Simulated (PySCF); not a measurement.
## Excitation energy of As by level of theory

As [Ar] 3d10 4s2 4p3 (4S) → As [Ar] 3d10 4s1 4p3 4d1 (6D), as a difference of total energies. Computed with PySCF 2.14 in aug-cc-pVDZ-DK, with the spin-free X2C one-electron Hamiltonian (Gaussian nucleus). Correlated levels: valence: [Ar] 3d10 frozen. The calculations carry no spin-orbit coupling.

| method | excitation energy (eV) |
| --- | --- |
| UHF | 14.075 |
| MP2 (valence) | 15.206 |
| SCS-MP2 (valence) | 15.411 |
| CCSD (valence) | 15.464 |
| CCSD(T) (valence) | 15.492 |
| CCSDT (valence) | 15.499 |

Q: How much does correlation contribute at CCSD(T) (valence)?

A: 15.492 − (14.075) = 1.417 eV, measured against UHF.

A first-order spin-orbit estimate (lowest level to lowest level, LS coupling) adds -0.005 eV.

The upper state lies above the first ionisation limit, but in LS coupling its spin forbids autoionisation to the ground ion.

The promoted electron is Rydberg-like, and one or two diffuse shells describe it only roughly, which tends to raise the upper state.
